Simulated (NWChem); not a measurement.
C$_{2}$H$_{4}$F$_{2}$OSi; SMILES O[Si@H](F)/C=C\F

```xyz
10

O      1.5823    -0.5790     0.1490
Si    -0.0049    -0.9402     0.3798
F     -0.5499    -1.8972    -0.8144
C     -1.0578     0.5949     0.3766
C     -0.6632     1.7898    -0.0535
F      0.5629     2.0088    -0.5463
H      1.7599     0.2251    -0.3504
H     -0.1380    -1.7174     1.6308
H     -2.0899     0.5515     0.7402
H     -1.2599     2.7079    -0.0658
```
Atoms are numbered in this order, from 1.

Program: NWChem. Pople sets run with spherical d functions. Coordinates come from a PBE0/def2-SVP optimisation.

```csv
atom,ESP charge (e),Mulliken charge (e)
O1,-0.853,-0.90
Si2,1.345,1.37
F3,-0.436,-0.54
C4,-0.721,-0.57
C5,0.321,0.29
F6,-0.235,-0.42
H7,0.487,0.50
H8,-0.223,-0.17
H9,0.213,0.22
H10,0.104,0.21
```

Task: Find the dipole moment that each set of point charges gives, and compare with the Hartree-Fock/6-31G* density's own.

Result: 
1. μ = Σ q r × 4.8032 D/(e Å). ESP charges give (-1.86, 2.98, 0.94) D, of length 3.64 D.
2. Mulliken charges give (-3.76, 3.32, 2.51) D, of length 5.6 D.
3. The density's dipole is 3.53 D: the ESP set is off by 0.11 D in length and the Mulliken set by 2.1 D. ESP charges are fitted to the potential outside the molecule; Mulliken charges are a partition of the basis functions.
